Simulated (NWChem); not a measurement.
# CdH2SeS; SMILES [SH][Cd][SeH]

```xyz
5

Cd    -0.0097     0.4597    -0.0139
S     -0.0036     2.8103    -0.0371
H     -0.0467     2.9043     1.3115
Se    -0.0257    -1.9969    -0.0025
H      1.4455    -2.0408     0.0344
```
Atoms are numbered in this order, from 1.

All runs: NWChem. Coordinates come from a PBE0/def2-SVP (def2 core potentials past Kr) optimisation.

Q: Predict the results for PBE0/3-21G, non-relativistic. Quantities: highest occupied level (eV); orbital gap (eV); dipole (D).

A: 
```
Quantity                     Result
---------------------------  ------
highest occupied level (eV)   -6.97
orbital gap (eV)               5.38
dipole (D)                     1.52
```
